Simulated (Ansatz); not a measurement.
Consider the cleavage of the Si–P bond: `CN[SiH](P)S` + H–F → `CN[SiH](F)S` + PH₃.

Computed with Ansatz on PBE0-D4/def2-TZVP structures; ΔE is electronic, products minus reactants. CBS: MP2 limit from def2 TZ/QZ plus the TZ coupled-cluster correction, frozen cores. This one scheme is used for every species. DFT in def2-TZVPP. B3LYP here is the variant with VWN-RPA as its local correlation; programs differ in this. HSE06 is defined as in plane-wave codes. One conformer a species, not always the lowest.

`CN[SiH](P)S`:

```xyz
13

C    -0.676    0.217    1.742
N     0.053    0.960    0.734
Si    0.682    0.272   -0.699
P    -1.025   -0.735   -1.760
S     2.219   -1.224   -0.500
H    -0.023   -0.266    2.480
H    -1.268   -0.567    1.264
H    -1.374    0.867    2.276
H     0.557    1.749    1.109
H     1.368    1.369   -1.424
H    -0.278   -0.934   -2.949
H    -1.617    0.478   -2.199
H     1.383   -2.186   -0.073
```

H–F:

Cartesian coordinates in Å:
```
F 0.083 0.176 0.417
H -0.083 -0.176 -0.417
```

`CN[SiH](F)S`:

Z-matrix (Å, degrees):
```
C
N 1 1.447
H 1 1.092 2 109.5
H 1 1.094 2 111.1 3 -118.4
H 1 1.096 2 112.9 3 119.9
Si 2 1.694 1 126.8 3 -21.1
H 2 1.008 1 114.5 3 174.3
S 6 2.121 2 111.1 1 48.8
F 6 1.597 2 104.3 1 171.4
H 6 1.482 2 118.2 1 -71.1
H 8 1.345 6 93.8 2 45.4
```

PH₃:

Cartesian coordinates in Å:
```
P -0.108 0.534 0.199
H -0.836 -0.610 0.618
H 1.146 -0.111 0.357
H -0.202 0.187 -1.174
```

**Question.** Is it downhill or uphill in electronic energy at CCSD(T)/CBS, and by how much? (Estimate.)

**Answer.** Computed: Downhill: ΔE = -121.4 kJ/mol.

**Question.** What do these levels give: revPBE-D4, PBE0-D4, r2SCAN0-D4, HSE06-D4, BHLYP-D4, ωB97M-V, B2PLYP, BLYP, B3LYP, r2SCAN0, CCSD(T)/def2-TZVPP, MP2/CBS(def2)? (Best estimate.)

**Answer.** Computed: revPBE-D4 -101.0, PBE0-D4 -110.6, r2SCAN0-D4 -125.6, HSE06-D4 -110.2, BHLYP-D4 -134.7, ωB97M-V -130.4, B2PLYP -135.2, BLYP -138.3, B3LYP -139.8, r2SCAN0 -128.5, CCSD(T)/def2-TZVPP -125.9, MP2/CBS(def2) -116.8 kJ/mol.

**Question.** What do rigid-rotor, harmonic-oscillator terms from PBE0-D4/def2-TZVP frequencies (298.15 K, 1 bar) make of the CCSD(T)/CBS value? (Best estimate.)

**Answer.** The calculation gave: ΔZPE = -1.2 kJ/mol, ΔH = -125.1 kJ/mol, ΔS = 5 J/(mol·K), ΔG = -126.6 kJ/mol.

Largest T1 diagnostic among the species: 0.013.

In def2-TZVPP, CCSD(T) changes the Hartree–Fock value by +33.6 kJ/mol (the triples alone add +6.0 kJ/mol) and MP2 by +38.2 kJ/mol. Leaving LDA and LC-ωPBE aside and taking each functional with its dispersion term where it has one, the values, not all of them listed here, spread over 36.8 kJ/mol, from CAM-B3LYP-D4 to revPBE-D4. The D4 term adds +13.2 kJ/mol with B3LYP and +7.5 kJ/mol with PBE0; it sums over pairs of atoms, weighted by their polarisabilities, and B3LYP, whose exchange is more repulsive, gets the larger term.
